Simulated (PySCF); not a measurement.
A run for PySCF: R-B3LYP/6-31G* on H4OSi (SMILES O[SiH3]) with ghost functions, monomers drawn apart or pushed together.

```python
from pyscf import gto, scf, dft, mp
from pyscf.data.elements import chemcore

mol = gto.M(
    atom='''
    O     0.25193969   -0.22809088    3.29103988
    Si   -0.95122360    0.79499281    3.83854805
    H     0.80472182   -0.68520921    3.93069414
    H    -1.92210929    0.04689252    4.66782971
    H    -1.58769786    1.31918976    2.61888223
    H    -0.36507970    1.88718868    4.64695892
    ghost-F    1.01145503   -1.02785651    0.18953647
    ghost-H    0.84095398   -0.83434389    1.09638411
    ''',
    basis='6-31g*',
    cart=True,
    charge=0, spin=0, verbose=3, max_memory=1800)
mf = dft.RKS(mol, xc='b3lyp')
mf.conv_tol = 1e-8
mf.max_cycle = 100
mf.kernel()
if not mf.converged:
    mf = mf.newton().run(mf.mo_coeff, mf.mo_occ)
```

Program output:

```
converged SCF energy = -367.143227662834
```

The calculation finished and met its thresholds.

Cost: around 6 core-seconds (rough).
